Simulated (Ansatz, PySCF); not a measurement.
C5H11O2 (SMILES CC(C)(C)C(O)=[OH+]), charge +1, singlet, at a GFN2-xTB geometry. Base run: CCSD(T)/STO-3G run with PySCF.

Here is a job for PySCF.
```python
from pyscf import gto, scf, cc

mol = gto.Mole()
mol.atom = '''
    C    -1.11122537   -0.17288140   -1.33380704
    C    -0.57010329   -0.16996179    0.11985602
    C    -1.33695232    0.85239256    0.95921364
    C    -0.66467270   -1.57567562    0.71383606
    C     0.85397347    0.24309092   -0.06574510
    O     1.12576377    1.48989089   -0.06054431
    O     1.72292858   -0.66688557   -0.27850548
    H    -0.58137629   -0.88998833   -1.95530409
    H    -2.15651977   -0.46659898   -1.29127586
    H    -1.05348344    0.81511820   -1.78298812
    H    -2.37751648    0.54998635    1.02278069
    H    -1.29552996    1.84341474    0.51740807
    H    -0.93703627    0.90152611    1.96819509
    H    -0.24418740   -1.60083190    1.71530987
    H    -1.70924784   -1.86359540    0.77886709
    H    -0.14692126   -2.30500824    0.09817355
    H     2.03860318    1.78475263   -0.24831249
    H     2.64755800   -0.41460576   -0.47057695
'''
mol.basis = 'sto-3g'
mol.charge = 1
mol.verbose = 4
mol.build()

mf = scf.RHF(mol)
mf.kernel()

mycc = cc.CCSD(mf)
mycc.kernel()
et = mycc.ccsd_t()
print('E(CCSD(T)) = %.10f' % (mycc.e_tot + et))
```

The same geometry, method and basis name were run in Ansatz (a first-principles code) and PySCF, at each program's defaults and at the settings that a row names. The base is PySCF at its defaults. Differences at the defaults can come from grids, fitting, cores and function types together.

```json
[
 {"code and settings": "PySCF, defaults (exact integrals, spherical functions, all electrons correlated)", "ΔE vs base (µEh)": "0.0", "basis functions": "46", "E (Eh)": "-341.39447", "SCF cycles": "9"},
 {"code and settings": "Ansatz, defaults (factorised integrals, spherical functions, frozen core)", "ΔE vs base (µEh)": "2454", "basis functions": "46", "E (Eh)": "-341.39201", "SCF cycles": "-"},
 {"code and settings": "PySCF, frozen core", "ΔE vs base (µEh)": "2406", "basis functions": "46", "E (Eh)": "-341.39206", "SCF cycles": "9"},
 {"code and settings": "Ansatz, high accuracy, frozen core", "ΔE vs base (µEh)": "2406", "basis functions": "46", "E (Eh)": "-341.39206", "SCF cycles": "-"}
]
```
